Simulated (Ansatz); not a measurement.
The lowest singlet and triplet of C3H6 (SMILES C[C]C); geometries from B3LYP-D3(BJ)/def2-TZVP, each state relaxed from the structure named, with no frequency check.
Singlet at the triplet's geometry (charge 0, multiplicity 1):
```xyz
9

C      1.34718    -0.01741     0.04483
C     -0.01972     0.18092    -0.43774
C     -1.33852    -0.06204     0.14740
H      1.55110    -1.07340     0.28224
H      1.54974     0.56307     0.95865
H      2.08376     0.29152    -0.70109
H     -1.48859    -1.12391     0.39833
H     -2.13967     0.22133    -0.53979
H     -1.48996     0.51256     1.07474
```

A positive gap puts the triplet lower; no zero-point energy. R- takes a restricted singlet. The triplet is unrestricted in single-reference levels. Active spaces average the two states.

Correlated levels freeze the cores.

The values were computed with Ansatz (Gaussian basis) for Hartree–Fock, density functionals and correlated methods. Values without a source in brackets are computed.

R-PBE/def2-TZVPP gives 14.63 kcal/mol for the gap E(singlet) − E(triplet), vertical, at the triplet's geometry.

### Question
Where do these levels fall relative to PBE: R-r2SCAN/def2-TZVPP, R-B3LYP/def2-TZVPP, R-wB97M-V/def2-TZVPP, R-B2PLYP/def2-TZVPP, R-MP2/cc-pVTZ, R-CCSD(T)/cc-pVTZ, SC-NEVPT2 on SA-CASSCF(2,2)/cc-pVTZ, FIC-MRCISD+Q on SA-CASSCF(2,2)/cc-pVTZ.

### Answer
R-r2SCAN/def2-TZVPP 6.87; R-B3LYP/def2-TZVPP -2.16; R-wB97M-V/def2-TZVPP -5.36; R-B2PLYP/def2-TZVPP -1.45; R-MP2/cc-pVTZ 1.21; R-CCSD(T)/cc-pVTZ -1.79; SC-NEVPT2 on SA-CASSCF(2,2)/cc-pVTZ -1.59; FIC-MRCISD+Q on SA-CASSCF(2,2)/cc-pVTZ -2.06 kcal/mol. 2 of 8 lie above PBE; the widest gap is to R-r2SCAN/def2-TZVPP.

Doubts at one or more of the structures used: a restricted determinant that unrestricted orbitals would lower (R-PBE/def2-TZVPP, R-r2SCAN/def2-TZVPP, R-B3LYP/def2-TZVPP, R-wB97M-V/def2-TZVPP, R-B2PLYP/def2-TZVPP, R-MP2/cc-pVTZ, R-CCSD(T)/cc-pVTZ).

Ansatz is a first-principles code.
